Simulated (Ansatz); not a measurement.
Computed with Ansatz.

Basis-set series for C3H8AlCl (`CC(Cl)[CH2][AlH2]`). Charge 0, multiplicity 1. The structure was optimised at the PBE0-D4/def2-TZVP level. It is one conformer, not always the lowest.

| functional | basis | functions | energy (Eh) | HOMO (eV) | LUMO (eV) |
| --- | --- | --- | --- | --- | --- |
| PBE0-D4 | def2-SVP | 118 | -821.03583 | -7.66 | -1.57 |
| PBE0-D4 | def2-TZVPP | 289 | -821.40926 | -7.77 | -1.61 |
| ωB97M-V | def2-SVP | 118 | -821.32311 | -9.84 | 0.11 |
| ωB97M-V | def2-TZVPP | 289 | -821.70330 | -9.97 | -0.03 |

(1) Give the rows for def2-QZVPP. (Best estimate.)

Results:

(1) The calculation gave: 
```json
{"functional": "PBE0-D4", "basis": "def2-QZVPP", "functions": "551", "energy (Eh)": "-821.43734", "HOMO (eV)": "-7.80", "LUMO (eV)": "-1.64"}
{"functional": "ωB97M-V", "basis": "def2-QZVPP", "functions": "551", "energy (Eh)": "-821.73058", "HOMO (eV)": "-10.00", "LUMO (eV)": "-0.20"}
```
